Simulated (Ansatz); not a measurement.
Molecule: C₂H₇OSi, net charge 0, doublet state. It need not be the lowest isomer of its formula. SMILES: C[Si](C)O
Geometry from a B3LYP-D3(BJ)/def2-TZVP (Ansatz, an electronic-structure program) optimisation:
```xyz
11

Si     0.4203     0.0561    -0.0496
C     -0.2707    -1.2676    -1.2024
C     -0.5486     1.6542    -0.2055
O      0.2387    -0.4004     1.5440
H     -0.1879    -0.9503    -2.2440
H     -1.3283    -1.4411    -0.9778
H      0.2605    -2.2154    -1.0988
H     -1.5978     1.4773     0.0516
H     -0.5040     2.0373    -1.2266
H     -0.1584     2.4197     0.4660
H      0.6385    -1.2293     1.8192
```
Charge 0, spin multiplicity 2.

Atomisation energy built up term by term with Ansatz (kcal/mol; UHF references for open shells; valence terms freeze the core; atomic spin-orbit terms are left out). CBS(X,Y): correlation extrapolated as X^-3; Hartree-Fock from the larger set.

```csv
term,basis,kcal/mol
Hartree-Fock,cc-pV(Q+d)Z,…
CCSD correlation,"CBS(cc-pV(T+d)Z,cc-pV(Q+d)Z)",…
(T),"CBS(cc-pV(T+d)Z,cc-pV(Q+d)Z)",13.07
core correlation,cc-pwCVTZ,2.64
scalar relativity (X2C),cc-pVTZ-DK against cc-pVTZ,-1.29
sum: De,,…
```

### Question
Some entries are withheld; supply them.

### Answer

- Hartree-Fock, kcal/mol: 732.21
- CCSD correlation, kcal/mol: 230.68
- sum: De, kcal/mol: 977.3
